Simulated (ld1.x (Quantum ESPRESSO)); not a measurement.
**oxygen: one change to a TM potential, before and after**

ld1.x (Quantum ESPRESSO) 7.5 input, shortened:

```
&input
   title='O', zed=8., rel=1, dft='BLYP', iswitch=3,
   config='[He] 2s2 2p4 3d-2'
 /
 &inputp
   pseudotype=2, tm=.true., lloc=0,
   nlcc=.true., new_core_ps=.true.
 /
3
2P  2  1   4.00   0.00  2.15  2.15  0.0
3D  3  2  -2.00   0.45  1.95  1.95  0.0
2S  1  0   2.00   0.00  0.75  0.75  0.0
 &test
   configts(1)='2s2 2p4'
 /
```

Change: all radii but the core radius scaled by about 0.88 (s 0.66, p 1.90, d 1.72 bohr).

Cutoffs: the cutoffs (Ry, on a coarse ladder) from which the occupation-weighted sum of valence levels, in a spherical-Bessel basis at the reference potential, stays within 10 and 1 mRy of its value at 400 Ry; they do not see the model core or the augmentation charge, which bear on the density cutoff. Errors are all-electron minus pseudo energies relative to the spin-unpolarised reference configuration.

**Question.** Predict the effect on cutoff, ghosts and configuration errors.

**Answer.** The potential gets harder (80 Ry and 200 Ry → 140 Ry and 200 Ry); of the 7 tests that both files solve, the error grows in 0 and shrinks in 7 by more than 15 % and 0.3 meV (median size 97.6 → 54.1 meV); neither file shows a bound ghost. A smaller radius makes the pseudo-wave follow the all-electron one further in, where it bends more sharply, so more plane waves are needed. Less of the atom is replaced, so other configurations are described better.

| quantity | base | changed |
| --- | --- | --- |
| cutoff, loose | 80 Ry | 140 Ry |
| cutoff, tight | 200 Ry | 200 Ry |
| loose cutoff by channel (10 mRy a level) | p 30 Ry, s 70 Ry | p 35 Ry, s 70 Ry |
| bound ghosts | none | none |
| error for 2s2 2p3, meV [ΔE 16.43 eV] | +98 | +54 |
| error for 2s2 2p2, meV [ΔE 50.04 eV] | +802 | +486 |
| error for 2s2 2p1, meV [ΔE 103.97 eV] | +3023 | +1947 |
| error for 2s0 2p6, meV [ΔE 29.71 eV] | -78 | -4.2 |
| error for 2s2 2p4.3, meV [ΔE -2.12 eV] | +1.9 | +0.9 |
| error for 2s1 2p4, meV [ΔE 31.52 eV] | -201 | -125 |
| error for 2s2 2p3.5, meV [ΔE 6.28 eV] | +15 | +7.6 |
